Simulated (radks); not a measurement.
Problem. The carbon anion C4-, [Ne], held by a Watson sphere: a shell of charge +4 at radius R that stands for the Madelung well of a crystal (potential energy -4/R inside, -4/r outside, in hartree with lengths in bohr). Method: scalar-relativistic Kohn-Sham, LDA (Slater exchange, Perdew-Wang correlation), spin-polarised, spherical densities, point nucleus; computed with a radial shooting solver on a logarithmic mesh with Libxc functionals. Response by self-consistent Sternheimer equations with the Hartree and adiabatic LDA kernel, the relativistic mass of each level held fixed and spin-orbit coupling left out. The sphere does not respond.

| R (bohr) | e(1s) (eV) | e(2s) (eV) | e(2p) (eV) | <r> 2p (bohr) | sum of <r^2> (bohr^2) | X-ray form factor at sin(theta)/lambda = 0.3 1/angstrom | alpha (bohr^3) |
|---|---|---|---|---|---|---|---|
| 1.87 | -262.74 | -16.611 | -8.154 | 1.902 | 33.76 | 2.635 | 21.29 |
| 2.07 | -263.34 | -15.607 | -7.503 | 2.018 | 37.73 | 2.517 | 26.97 |
| 2.64 | -264.79 | -13.303 | -5.983 | 2.345 | 50.02 | 2.394 | 50.91 |
| 2.68 | -264.87 | -13.171 | -5.893 | 2.368 | 50.95 | 2.393 | 53.14 |
| 3.24 | -265.69 | -11.692 | -4.829 | 2.695 | 64.80 | 2.412 | 94.52 |
| 3.25 | -265.70 | -11.671 | -4.813 | 2.701 | 65.07 | 2.413 | 95.45 |

Estimate the row for R = 2.54 bohr.

Solution. e(1s) (eV) -264.58; e(2s) (eV) -13.648; e(2p) (eV) -6.217; <r> 2p (bohr) 2.288; sum of <r^2> (bohr^2) 47.75; X-ray form factor at sin(theta)/lambda = 0.3 1/angstrom 2.400; alpha (bohr^3) 45.70.
